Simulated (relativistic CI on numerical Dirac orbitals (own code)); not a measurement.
Transition arrays of Br⁷⁺

These numbers are calculated, not measured: Dirac-Coulomb-Breit CI, separate exchange-only KLI orbitals for each configuration, QED by a radiative potential, valence Slater integrals scaled by 0.9, whole transition arrays (own radial code, finite nucleus).

Configuration list (outside the closed core [Ar]): 3d10, 3d9.4f, 3d9.4p, 3d9.5f. Levels of other configurations are missing.

All E1 lines from the levels of 3d10; mean and standard deviation are weighted by gf, and upper levels are sorted by their leading configuration.

| Upper configuration | Lines | Σgf | Mean (eV) | Mean (nm) | σ (eV) | Strongest line (nm) |
| --- | --- | --- | --- | --- | --- | --- |
| 3d9.4f | 3 | 1.6 | 136.78 | 9.064 | 0.52 | 9.052 |
| 3d9.4p | 3 | 0.6 | 87.89 | 14.107 | 0.25 | 14.128 |
| 3d9.5f | 3 | 1.3 | 156.67 | 7.914 | 0.52 | 7.904 |

Σgf per state of the lower configuration in bins of 0.2 nm over the central range (centre: value): 7.9: 1.30, 9.1: 1.60, 14.1: 0.63.

Problem. How do configuration mixing and the scaling of the Slater integrals move the arrays?

Solution. Slater scale 0.9, no configuration mixing: 3d9.4f 136.9 ± 0.5 eV (Σgf 1.8), 3d9.4p 87.9 ± 0.3 eV (Σgf 0.6), 3d9.5f 156.5 ± 0.5 eV (Σgf 1.1); Slater scale 1: 3d9.4f 136.9 ± 0.5 eV (Σgf 1.6), 3d9.4p 88.0 ± 0.3 eV (Σgf 0.6), 3d9.5f 156.8 ± 0.5 eV (Σgf 1.3); Slater scale 0.8: 3d9.4f 136.6 ± 0.5 eV (Σgf 1.6), 3d9.4p 87.8 ± 0.3 eV (Σgf 0.6), 3d9.5f 156.5 ± 0.5 eV (Σgf 1.3). With mixing, levels are counted to their leading configuration, so an array can shrink or vanish into another, and the sums then hold other lines.
